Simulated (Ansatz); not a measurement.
`C#C[SiH](Cl)Cl` and `N[SiH](Cl)Cl` differ in one atom or group.

Ansatz, PBE0-D4/def2-TZVP geometries, multiplicity 1. Each molecule was computed in one conformer, which needn't be the lowest.

```json
{"property": "HOMO–LUMO gap (ωB97M-V/def2-TZVPP) / eV", "`C#C[SiH](Cl)Cl`": "12.22"}
{"property": "HOMO–LUMO gap (B3LYP/def2-TZVPP) / eV", "`C#C[SiH](Cl)Cl`": "7.47"}
{"property": "LUMO energy (PBE0/def2-TZVPP) / eV", "`C#C[SiH](Cl)Cl`": "-0.87"}
{"property": "HOMO–LUMO gap (PBE/def2-TZVPP) / eV", "`C#C[SiH](Cl)Cl`": "5.73"}
{"property": "LUMO energy (PBE/def2-TZVPP) / eV", "`C#C[SiH](Cl)Cl`": "-1.80"}
{"property": "HOMO energy (PBE/def2-TZVPP) / eV", "`C#C[SiH](Cl)Cl`": "-7.53"}
```

Q: Give the same properties after the change, and the shifts. (An estimate is asked.)

A: The calculation gave: 
| property | `N[SiH](Cl)Cl` | shift |
| --- | --- | --- |
| HOMO–LUMO gap (ωB97M-V/def2-TZVPP) / eV | 12.60 | 0.38 |
| HOMO–LUMO gap (B3LYP/def2-TZVPP) / eV | 8.17 | 0.70 |
| LUMO energy (PBE0/def2-TZVPP) / eV | 0.50 | 1.37 |
| HOMO–LUMO gap (PBE/def2-TZVPP) / eV | 6.38 | 0.65 |
| LUMO energy (PBE/def2-TZVPP) / eV | -0.37 | 1.43 |
| HOMO energy (PBE/def2-TZVPP) / eV | -6.75 | 0.78 |

With PBE0 the HOMO rises by 0.57 eV and the LUMO rises by 1.37 eV, so the gap widens by about 0.80 eV. PBE moves the HOMO by 0.78 eV and ωB97M-V by 0.48 eV.

B3LYP here is the variant with VWN-RPA as its local correlation; programs differ in this.
